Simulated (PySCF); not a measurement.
C4H10NSi2 (doublet state).
Geometry (GFN2-xTB, Å), atoms numbered from 1 in this order:
```xyz
17
C4H10NSi2 angstrom
C      3.3012    0.2032    0.8600
C      2.4373    0.0664   -0.1968
C      1.1670   -0.3872   -0.0999
C     -0.0191   -0.9050   -0.0279
N     -1.1964   -0.1875    0.2039
Si    -2.6839   -1.0929    0.1740
Si    -0.9703    1.5285    0.4490
H      4.2979    0.5784    0.7187
H      3.0027   -0.0620    1.8584
H      2.7890    0.3524   -1.1848
H     -0.1632   -1.9764   -0.1519
H     -3.7535   -0.1467    0.4578
H     -2.8362   -1.7069   -1.1511
H     -2.6087   -2.1468    1.1933
H     -0.0768    1.7198    1.5922
H     -0.3922    2.1088   -0.7651
H     -2.3019    2.0660    0.7099
```

The geometry is computed with GFN2-xTB (gas phase). This method treats the open shell by occupation alone, without spin polarisation.

Masses are those of the commonest isotopes; rigid-rotor values at the optimised geometry. The values belong to one conformer with, in the numbering `[CH2:1]=[CH:2]/[C:3]=[CH:4]/[N:5]([SiH3:6])[SiH3:7]`, C3–C4–N5–Si6 177°.

What are A, B and C (cm⁻¹)?

Ia = 148.35, Ib = 552.04, Ic = 663.19 u·Å²; 505379 MHz·u·Å²/I gives 3407, 915.5 and 762.0 MHz, that is A = 0.11363, B = 0.03054, C = 0.02542 cm⁻¹.

What kind of rotor is it?

An asymmetric top: κ = (2 × 915.5 − 3407 − 762.0)/(3407 − 762.0) = -0.88.

Is it planar, by Δ = Ic − Ia − Ib?

Not planar: Δ = Ic − Ia − Ib = -37.20 u·Å². For a rigid frame Δ = −2 Σ m c², so Σ m c² = 18.60 u·Å² lies off the ab plane: 10.78 from hydrogen and 7.82 from heavier atoms. The atom farthest from that plane is 1.61 Å away.

Give the other two planar moments, Paa and Pbb, and the rms extents of the mass along the axes.

Paa = Σ m a² = (Ib + Ic − Ia)/2 = 533.44 and Pbb = Σ m b² = (Ia + Ic − Ib)/2 = 129.75 u·Å². With the mass M = 128.04 u, the rms extents √(P/M) along a, b and c are 2.04, 1.01, 0.38 Å.

For this open shell read J as N, the rotation without spin; fine and hyperfine splittings come on top. Whether it is a minimum is left open (no frequencies). No vibrational averaging or centrifugal distortion is included, and the geometry carries the error of its method.
